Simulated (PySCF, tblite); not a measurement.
Species: C₆H₈NOP.
Geometry (GFN2-xTB, Å), atoms numbered from 1 in this order:
```xyz
17
C6H8NOP angstrom
C     -2.0713    0.3094    0.1367
C     -0.9799    0.2312   -0.9276
N      0.1864   -0.4563   -0.4221
C      0.3758   -1.7709   -0.5916
P      1.8014   -2.4046    0.1586
C      2.1324   -0.7928    0.7226
C      1.1705    0.1269    0.3292
C      1.2270    1.5289    0.6615
O      0.4195    2.3882    0.3788
H     -2.3250   -0.6851    0.4988
H     -2.9609    0.7683   -0.2845
H     -1.7331    0.9161    0.9725
H     -1.3429   -0.3164   -1.8012
H     -0.6911    1.2401   -1.2277
H     -0.3406   -2.3297   -1.1697
H      2.9877   -0.5201    1.3148
H      2.1371    1.7787    1.2408
```

Level of theory: PBE0/pcSseg-1 in PySCF (dipole) on a GFN2-xTB geometry, gas phase.

Take the most abundant isotopes and a rigid rotor. The values belong to one conformer with, in the numbering `[CH3:1][CH2:2][n:3]1[cH:4][p:5][cH:6][c:7]1[CH:8]=[O:9]`, C1–C2–N3–C4 93°, C6–C7–C8–O9 -179°.

(1) Give the principal moments of inertia and the rotational constants in MHz.

(2) Classify the top.

(3) What does the inertial defect say?

(4) List the rotational levels J(Ka,Kc) to J = 5 (cm⁻¹).

(5) Which lines would a microwave search look for?

(6) Estimate the classical rotational partition function at 50 K, 100 K and 500 K.

## Answers

(1) Ia = 219.05, Ib = 433.38, Ic = 609.84 u·Å²; 505379 MHz·u·Å²/I gives A = 2307, B = 1166, C = 828.7 MHz.

(2) An asymmetric top; Ray's κ = -0.544.

(3) Not planar: Δ = Ic − Ia − Ib = -42.59 u·Å². For a rigid frame Δ = −2 Σ m c², so Σ m c² = 21.29 u·Å² lies off the ab plane: 7.09 from hydrogen and 14.20 from heavier atoms. The atom farthest from that plane is 1.36 Å away.

(4) Above 0(0,0):
J = 1: 1(0,1) 0.0665, 1(1,1) 0.1046, 1(1,0) 0.1159
J = 2: 2(0,2) 0.1975, 2(1,2) 0.2264, 2(1,1) 0.2602, 2(2,1) 0.3744, 2(2,0) 0.3765
J = 3: 3(0,3) 0.3890, 3(1,3) 0.4079, 3(1,2) 0.4752, 3(2,2) 0.5740, 3(2,1) 0.5843, 3(3,1) 0.7937, 3(3,0) 0.7939
J = 4: 4(0,4) 0.6372, 4(1,4) 0.6480, 4(1,3) 0.7587, 4(2,3) 0.8385, 4(2,2) 0.8667, 4(3,2) 1.0635, 4(3,1) 1.0652, 4(4,1) 1.3661, 4(4,0) 1.3661
J = 5: 5(0,5) 0.9399, 5(1,5) 0.9454, 5(1,4) 1.1074, 5(2,4) 1.1664, 5(2,3) 1.2244, 5(3,3) 1.4012, 5(3,2) 1.4081, 5(4,2) 1.7036, 5(4,1) 1.7038, 5(5,1) 2.0923, 5(5,0) 2.0923
The levels of one J sum to (2J + 1)J(J + 1)(A + B + C)/3.

(5) The dipole components are |μa| = 0.06 D, |μb| = 1.60 D, |μc| = 0.17 D. Intensities carry the squares of the components, which stand as 0.00 : 1.00 : 0.01 (a : b : c). Some lines, for components of 0.1 D or more:

```
type  branch         J(Ka,Kc)    MHz  lower level (cm⁻¹)
   c       Q  3(1,3) ← 3(0,3)    568               0.389
   c       Q  1(1,1) ← 1(0,1)   1141               0.067
   b       Q  1(1,0) ← 1(0,1)   1478               0.067
   c       Q  5(2,4) ← 5(1,4)   1770               1.107
   c       Q  4(2,3) ← 4(1,3)   2391               0.759
   b       Q  3(1,2) ← 3(0,3)   2585               0.389
   b       Q  5(2,3) ← 5(1,4)   3508               1.107
   b       R  2(1,2) ← 1(0,1)   4793               0.067
   b       Q  4(2,3) ← 4(1,4)   5711               0.648
   b       R  5(1,4) ← 4(2,3)   8062               0.838
   c       R  3(1,2) ← 2(0,2)   8326               0.197
   b       Q  5(4,2) ← 5(3,3)   9064               1.401
   c       R  3(2,2) ← 2(1,2)  10420               0.226
   c       R  4(2,2) ← 3(1,2)  11737               0.475
   b       R  4(2,2) ← 3(1,3)  13754               0.408
   c       R  5(1,4) ← 4(0,4)  14097               0.637
   b       R  4(3,2) ← 3(2,1)  14366               0.584
   b       R  4(3,1) ← 3(2,2)  14727               0.574
   b       R  5(3,2) ← 4(2,3)  17077               0.838
   c       R  4(4,1) ← 3(3,1)  17161               0.794
   b       R  5(2,3) ← 4(1,4)  17282               0.648
   c       R  5(4,1) ← 4(3,1)  19143               1.065
   b       R  5(5,0) ← 4(4,1)  21773               1.366
```

(6) Point group C1, symmetry number σ = 1; q = (√π/σ)·√((kT/h)³/(ABC)), k/h = 20836.6 MHz/K: 39900 at 50 K, 113000 at 100 K, 1260000 at 500 K.

Its GFN2-xTB frequencies are all real (lowest 66 cm⁻¹). Zero-point vibration and centrifugal distortion are left out. A rigid rotor knows nothing of internal rotation, which can split or shift real lines. Quadrupole hyperfine structure (14N) is left out.
